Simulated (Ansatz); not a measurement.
# Ligand exchange: C2H7BrSi + SiH3I → C2H10Si2 + IBr

Gas-phase species: C2H7BrSi `CC[SiH2]Br`, singlet; SiH3I `[SiH3]I`, singlet; C2H10Si2 `CC[SiH2][SiH3]`, singlet; IBr, singlet. The partners trade Br for SiH3: Si–Br and I–SiH3 bonds give way to Si–SiH3 and I–Br.

Shapes, held fixed at every level: PBE0-D4/def2-TZVP. Flexible molecules stand in one conformer, not always the lowest. Programs: Ansatz 0.2.0. The zero-point and thermal change to 298 K, harmonic and unscaled (PBE0-D4/def2-TZVP), is -1.9 kJ/mol.

Estimate ΔH(298 K) of this reaction.

The highest level, CCSD(T)/def2-TZVPP, gives ΔH(298 K) = +222.2 kJ/mol; the levels span +194.4 to +244.8. The column of differences is taken from that level and isn't an error. No measured value is set beside it here. For atoms past krypton def2 sets carry core potentials with scalar relativity. Relativity is left out for Br. Outer-core shells of Br, I are correlated, in sets that cover them unevenly.

```csv
level,kind,ΔH(298 K) (kJ/mol),less CCSD(T)/def2-TZVPP
HF/def2-SVP,Hartree–Fock,+239.1,+16.9
SPW92/def2-TZVPP,LDA,+202.3,-19.9
PBE-D4/def2-TZVPP,GGA,+194.4,-27.8
PBE0-D4/def2-TZVPP,global hybrid,+209.9,-12.3
wB97M-V/def2-TZVPP,range-separated hybrid,+222.9,+0.7
MP2/def2-TZVPP,perturbation theory,+244.8,+22.6
CCSD/def2-SVP,coupled cluster or CI,+217.7,-4.5
CCSD(T)/def2-TZVPP,coupled cluster or CI,+222.2,0.0
```
